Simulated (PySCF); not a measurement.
**[YbF2]+ at several levels of theory**

Computed with PySCF 2.14.0 (density fitting, no spin-orbit coupling) at the geometry relaxed with PBE0:

```xyz
3
[YbF2]+ (singlet in the valence; each metal's 4f electrons, 13 of them, lie in its core potential, out of spins and levels)
Yb    0.0000    0.0000   -0.3049
F     1.5613    0.0000    0.7630
F    -1.5613    0.0000    0.7630
```

| level | basis | state | HOMO (eV) | gap (eV) | charge on Yb1 (e) | population of f-type functions on Yb1 (polarisation alone where 4f lies in the core) | dipole about the centre of mass (D) | largest force component (eV/Å) |
| --- | --- | --- | --- | --- | --- | --- | --- | --- |
| PBE0 | Yb lcecp-1-SVP with ECP59, F def2-SVP | singlet | -16.40 | 7.82 | 1.64 | 0.07 | 6.16 | 0.02 |
| wB97X | the same | singlet | -18.80 | 12.52 | 1.66 | 0.07 | 6.37 | 0.15 |
| PBE0 | Yb lcecp-1-TZVP with ECP59, F def2-TZVP | singlet | -16.41 | 7.92 | 1.87 | 0.08 | 6.21 | 0.28 |

In the lcecp rows the 4f levels are missing from HOMO and gap, and the state counts the valence alone.

Charges are Mulliken's, which hang on the basis. The relaxation used the grid (50, 194), these runs (75, 302) or, all-electron (x2c bases, spin-free X2C Hamiltonian), (99, 590).

(1) What does M06-L with Yb lcecp-1-SVP with ECP59, F def2-SVP give here?

An lcecp potential fixes the number of 4f electrons, so in runs with it no electron can move into or out of that shell.

## Answers

(1) state singlet, HOMO (eV) -14.76, gap (eV) 6.50, charge on Yb1 (e) 1.71, population of f-type functions on Yb1 (polarisation alone where 4f lies in the core) 0.06, dipole about the centre of mass (D) 6.17, largest force component (eV/Å) 0.41. Time: 1.9 s on 2 threads of Arm Neoverse V2, with other jobs on the host, from an already converged density.
